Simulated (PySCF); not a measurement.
C6H11O (SMILES [CH2]CCCC(C)=O), doublet, at a GFN2-xTB geometry. Base run: DF-CAMB3LYP/def2-SV(P) run with PySCF.

The PySCF input:
```python
from pyscf import gto, scf, dft

mol = gto.Mole()
mol.atom = '''
    C     2.785834    0.557502    0.519731
    C     2.274402   -0.257549   -0.594343
    C     0.849971   -0.766945   -0.344038
    C    -0.139220    0.391403   -0.255062
    C    -1.521295   -0.047816    0.173597
    C    -2.591054    1.000866   -0.020060
    O    -1.755561   -1.137576    0.629788
    H     2.590184    0.261789    1.532450
    H     3.451281    1.379687    0.345886
    H     2.917814   -1.140642   -0.740759
    H     2.310175    0.312142   -1.527334
    H     0.819058   -1.328535    0.590622
    H     0.548707   -1.442279   -1.146691
    H     0.225128    1.110096    0.486869
    H    -0.208122    0.919841   -1.208357
    H    -2.236175    1.978037    0.296358
    H    -3.486655    0.730369    0.532708
    H    -2.838739    1.055331   -1.079012
'''
mol.basis = 'def2-sv(p)'
mol.charge = 0
mol.spin = 1
mol.verbose = 4
mol.build()

mf = dft.UKS(mol)
mf.xc = 'camb3lyp'
mf = mf.density_fit(auxbasis='def2-universal-jkfit')
mf.kernel()
```

Each row names what was changed in the base input (with any setting that the change needs).

```tsv
change	ΔE vs base (µEh)	SCF cycles	<S^2>	outcome
base	0.0	12	0.754	converged
diis_space = 4	0.0	13	0.754	converged
DIIS = ADIIS	0.0	16	0.754	converged
solver = newton	0.0	-	0.754	converged
diis_space = 20	0.0	12	0.754	converged
diis = off; damp = 0.3 (with mf.diis_start_cycle = 200; with mf.max_cycle = 150)	0.0	58	0.754	converged
conv_tol = 1e-11	0.0	15	0.754	converged
level_shift = 0.5 (with mf.max_cycle = 100)	0.0	19	0.754	converged
conv_tol = 1e-4	2.3	6	0.754	converged
init_guess = huckel	0.0	13	0.754	converged
init_guess = vsap	0.0	14	0.754	converged
diis = off; damp = 0.6 (with mf.diis_start_cycle = 200; with mf.max_cycle = 150)	0.0	29	0.754	converged
DIIS = EDIIS	-	50	-	not converged
```

Open shells are given as the SCF converged; they aren't shown to be the lowest states, and a large step between rows can be another state.
